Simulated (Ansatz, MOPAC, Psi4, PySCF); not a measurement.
Molecule: CH2NO, net charge 1, singlet state. SMILES: C(=[NH2+])=O
Geometry: optimised at B3LYP-D3(BJ)/def2-TZVP (Ansatz, a program for electronic structure).

Wanted: vertical electron affinity to the doublet, in eV. Set-up: no spin-orbit coupling; non-relativistic; dispersion terms only where a functional's name holds one; 6-311+G** with 5d; PM7 with its own dispersion and hydrogen-bond terms; open shells spin-unrestricted; six Cartesian d functions in 6-31G* and its kin unless marked 5d; each state is the SCF solution reached for its charge and spin; frozen cores in correlated levels. CBS marks a two-point X^-3 extrapolation of the correlation energy; Hartree-Fock from the larger set. [CCSD(T)-MP2]/basis is that difference in the basis named. First-principles rows: single points at B3LYP-D3(BJ) geometries (Ansatz). Semi-empirical rows: differences of heats of formation at the shared geometry for vertical values. Anions need diffuse functions, which STO-3G, LANL2DZ, def2-SVP, cc-pVDZ and Pople sets without + lack.

Coupled cluster (Ansatz) is a level with limits of its own, used here on species with T1 under 0.025 (0.045 for open shells) and stable references: RI-MP2/CBS(aug-cc-pVTZ,aug-cc-pVQZ)+[CCSD(T)-MP2]/aug-cc-pVTZ.

Value to compare with, RI-MP2/CBS(aug-cc-pVTZ,aug-cc-pVQZ)+[CCSD(T)-MP2]/aug-cc-pVTZ (Ansatz): 5.46 eV.

```json
[
 {"level": "AM1", "program": "MOPAC", "vertical electron affinity to the doublet (eV)": "6.35", "difference": "0.89"},
 {"level": "PM7", "program": "MOPAC", "vertical electron affinity to the doublet (eV)": "7.20", "difference": "1.74"},
 {"level": "HF/6-311+G**", "program": "Ansatz", "vertical electron affinity to the doublet (eV)": "5.13", "difference": "-0.33"},
 {"level": "PBE/6-311+G**", "program": "Ansatz", "vertical electron affinity to the doublet (eV)": "5.69", "difference": "0.23"},
 {"level": "B3LYP/6-31G*", "program": "Ansatz", "vertical electron affinity to the doublet (eV)": "5.53", "difference": "0.07"},
 {"level": "B3LYP/6-311+G**", "program": "Ansatz", "vertical electron affinity to the doublet (eV)": "5.82", "difference": "0.36"},
 {"level": "M06-2X/6-31G* (5d)", "program": "PySCF", "vertical electron affinity to the doublet (eV)": "5.43", "difference": "-0.03"},
 {"level": "wB97X-D/6-31G*", "program": "Psi4", "vertical electron affinity to the doublet (eV)": "5.46", "difference": "0.00"},
 {"level": "MP2/6-31G*", "program": "Ansatz", "vertical electron affinity to the doublet (eV)": "4.61", "difference": "-0.85"},
 {"level": "MP2/6-311+G**", "program": "Ansatz", "vertical electron affinity to the doublet (eV)": "4.95", "difference": "-0.51"},
 {"level": "PBE/def2-TZVPD", "program": "Ansatz", "vertical electron affinity to the doublet (eV)": "5.70", "difference": "0.24"},
 {"level": "PBE0/def2-TZVPD", "program": "Ansatz", "vertical electron affinity to the doublet (eV)": "5.75", "difference": "0.29"},
 {"level": "wB97X-V/def2-TZVPD", "program": "Ansatz", "vertical electron affinity to the doublet (eV)": "5.60", "difference": "0.14"}
]
```

Among the 10 habitual levels, PM7 lies farthest from RI-MP2/CBS(aug-cc-pVTZ,aug-cc-pVQZ)+[CCSD(T)-MP2]/aug-cc-pVTZ (Ansatz) (1.74 eV); 5 of 10 lie above it, and their mean absolute difference is 0.50 eV, the median 0.34. One case shows no general order.

The levels are drawn from those run, B3LYP/6-31G* more often than the rest, none by its result; runs whose electronic state is in doubt are left out.
